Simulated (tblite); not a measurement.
Problem. What does the GFN2-xTB structure of `F/C=C(/F)O[CH][CH+]F` [radical] look like in three dimensions? (Charge +1 and doublet state.)

Solution. 
```xyz
11
C4H3F3O angstrom
F      2.4457    1.5682   -0.1683
C      2.3509    0.3699    0.3213
C      1.1406   -0.2720    0.3659
F      1.0787   -1.4868    0.8689
O      0.0237    0.2590   -0.0692
C     -1.1623   -0.3535   -0.0333
C     -2.2511    0.3061   -0.5188
F     -3.4139   -0.2617   -0.4953
H      3.2726   -0.0762    0.6842
H     -1.2429   -1.3575    0.3786
H     -2.2366    1.3073   -0.9409
```

Orientation and origin are arbitrary. Atoms count from 1 in this order. C7 (carbon bonded to C, F and H) is planar (angles 125.0°, 119.9° and 115.0°, sum 360.0°, 0.00 Å off the plane of its three neighbours). C6 (carbon bonded to C, O and H) is planar (angles 121.5°, 119.9° and 118.6°, sum 360.0°, 0.00 Å off the plane of its three neighbours). Of the pairs four or more bonds apart, F4···H10 is among the closest relative to their van der Waals radii: 2.38 Å, 89 % of the sum of Bondi's values. The C–O distances run from 1.311 Å (C3–O5, drawn single) to 1.335 Å (O5–C6, drawn single), a spread of 0.024 Å.

Bonds between heavy atoms (Å): F1–C2 1.298, C2=C3 1.371, C3–F4 1.316, C3–O5 1.311, O5–C6 1.335, C6–C7 1.362, C7–F8 1.294.

Structure optimised with GFN2-xTB, isolated species. This method treats the open shell by occupation alone, without spin polarisation.

Point group: Cs (tolerance 0.08 Å). Its GFN2-xTB frequencies are all real (lowest 96 cm⁻¹). Torsions: C2–C3–O5–C6 180°, C3–O5–C6–C7 180°, O5–C6–C7–F8 180°. 3 starts were optimised and ended at 0.00, 7.39 and 7.84 kcal/mol (GFN2-xTB); the lowest of these is shown.

Hardware: Arm Neoverse V1, one thread, no GPU, shared host with 64 logical CPUs at a one-minute load of 36. Cost: 0.15 s of wall time. This is the geometry optimisation.

One conformer stands for the species.

The numbers are calculated, not measured.
